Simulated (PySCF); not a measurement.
TeHI, SMILES [TeH]I.

Geometry optimised at PBE0-D3(BJ)/def2-TZVP. The def2 effective core potentials stand for the cores of I, Te; spin–orbit coupling is left out.

Computed with HF/def2-TZVPD (PySCF).

Gas-phase values at a fixed geometry.

```yaml
total_energy: -564.26576 hartree
point_group: Cs
highest_occupied_level: -8.72 eV
lowest_empty_level: 0.04 eV
orbital_gap: 8.76 eV
dipole_moment: 1.27 D
quadrupole, principal values (traceless, Buckingham form, about the centre of nuclear charge): -5.95, 0.53, 5.41 D·Å
mean_static_polarisability: 77.3 bohr³ (11.45 Å³)
polarisability_principal_values: 62.3, 63.4, 106.1 bohr³
```
